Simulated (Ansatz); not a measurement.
`N[CH](O)[InH2]` and `C[CH](O)[InH2]` differ in one atom or group.

Ansatz, PBE0-D4/def2-TZVP geometries, multiplicity 1. Each molecule was computed in one conformer, which needn't be the lowest.

Elements past krypton have def2 core potentials.

```csv
property,`N[CH](O)[InH2]`
HOMO–LUMO gap (PBE/def2-TZVPP) / eV,3.43
HOMO–LUMO gap (PBE0/def2-TZVPP) / eV,5.38
HOMO energy (PBE/def2-TZVPP) / eV,-5.59
HOMO energy (ωB97M-V/def2-TZVPP) / eV,-9.00
HOMO energy (PBE0/def2-TZVPP) / eV,-6.80
HOMO energy (B3LYP/def2-TZVPP) / eV,-6.62
```

(1) What does the change do to each property? (Best estimate.)

Answers

(1) Computed: 
```json
{"property": "HOMO–LUMO gap (PBE/def2-TZVPP) / eV", "`C[CH](O)[InH2]`": "3.47", "shift": "0.04"}
{"property": "HOMO–LUMO gap (PBE0/def2-TZVPP) / eV", "`C[CH](O)[InH2]`": "5.36", "shift": "-0.02"}
{"property": "HOMO energy (PBE/def2-TZVPP) / eV", "`C[CH](O)[InH2]`": "-5.71", "shift": "-0.12"}
{"property": "HOMO energy (ωB97M-V/def2-TZVPP) / eV", "`C[CH](O)[InH2]`": "-9.02", "shift": "-0.02"}
{"property": "HOMO energy (PBE0/def2-TZVPP) / eV", "`C[CH](O)[InH2]`": "-6.85", "shift": "-0.05"}
{"property": "HOMO energy (B3LYP/def2-TZVPP) / eV", "`C[CH](O)[InH2]`": "-6.69", "shift": "-0.07"}
```

The zero-point energy changes by 26.7 kJ/mol with +3 modes.

Positive LUMOs are unbound, so they and the gaps depend on the basis.

B3LYP here is the variant with VWN-RPA as its local correlation; programs differ in this.
